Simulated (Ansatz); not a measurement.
Ga(NH3)H3 (GaNH₆). The state is a singlet with charge 0. Geometry PBE0-D4/def2-TZVP.

```xyz
8

Ga   -0.6669    0.4802   -0.7673
N     0.6092   -0.4386    0.7009
H     0.4008   -0.0854    1.6276
H     1.5834   -0.2454    0.4996
H     0.4803   -1.4438    0.7083
H    -0.0997   -0.2490   -2.0511
H    -0.2478    1.9858   -0.5237
H    -2.0594   -0.0038   -0.1941
```

LC-ωPBE has ω = 0.4 bohr⁻¹.

**Question.** Estimate the orbital energies around the gap (eV) in Ansatz with PBE-D4/def2-TZVP, r2SCANh-D4/def2-TZVP, PBE0-D4/def2-SVP, PBE0-D4/def2-TZVP, LC-ωPBE/def2-TZVP.

**Answer.** 
```
orbital  PBE-D4/def2-TZVP  r2SCANh-D4/def2-TZVP  PBE0-D4/def2-SVP  PBE0-D4/def2-TZVP  LC-ωPBE/def2-TZVP
 HOMO−9            -18.42                -20.28            -21.83             -21.78             -24.04
 HOMO−8            -18.42                -20.28            -21.83             -21.78             -24.04
 HOMO−7            -18.33                -20.20            -21.74             -21.68             -23.94
 HOMO−6            -18.33                -20.20            -21.74             -21.68             -23.94
 HOMO−5            -13.38                -14.46            -15.11             -15.11             -18.14
 HOMO−4            -13.38                -14.46            -15.11             -15.11             -18.14
 HOMO−3            -11.04                -12.05            -12.66             -12.70             -16.10
 HOMO−2             -8.08                 -8.97             -9.46              -9.52             -12.42
 HOMO−1             -6.23                 -7.00             -7.40              -7.48             -10.27
   HOMO             -6.23                 -7.00             -7.40              -7.48             -10.27
   LUMO             -1.05                 -0.15              0.20              -0.24               1.82
 LUMO+1              0.90                  1.77              1.99               1.70               3.71
 LUMO+2              1.11                  2.20              2.52               1.93               3.87
 LUMO+3              1.11                  2.21              2.52               1.93               3.87
 LUMO+4              1.76                  2.54              3.29               2.74               4.98
 LUMO+5              2.26                  3.16              3.47               3.06               5.10
```
